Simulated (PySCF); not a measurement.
Harmonic spectrum computed at BP86 in the def2-TZVP basis family (core potentials from Rb on, PySCF, no spin–orbit coupling):

```csv
symmetry,ω (cm⁻¹),"IR (km/mol, summed over degenerate members)"
a1,266,565
e,551,175
e,1429,1406
a1,1493,37.5
```

Problem. Which molecule gave it? In each, all ligands are bound to the one heavy central atom.
A. GaH₃ (singlet)
B. AsH₃ (singlet)
C. YH₃ (singlet)
D. BH₃ (singlet)

Solution. C. It has C3v symmetry with Y–H 1.977 Å (×3).
